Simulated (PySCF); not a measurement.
Al(H)(NMe2)(SH) (C2H8AlNS), SMILES [N](C)(C)[AlH][SH].

Geometry: ωB97X-D3(BJ)/def2-SVP. The structure was generated by enumeration; whether it is a known compound was not checked. The values are those of a single conformer.

Computed with r2SCAN/def2-TZVP run with PySCF.

Symmetry labels are those of the subgroup Cs that the program uses (full group Cs).

Problem. List the valence orbital energies around the gap with their symmetry. (Estimate from the structure and the level; the computed values follow.)

Solution. 
```csv
orbital,symmetry,energy (eV)
HOMO−7,A',-10.33
HOMO−6,A",-9.77
HOMO−5,A',-9.59
HOMO−4,A',-9.22
HOMO−3,A',-8.18
HOMO−2,A',-7.51
HOMO−1,A",-6.75
HOMO,A",-5.45
LUMO,A",-0.85
LUMO+1,A',-0.03
LUMO+2,A',0.07
LUMO+3,A',0.70
```
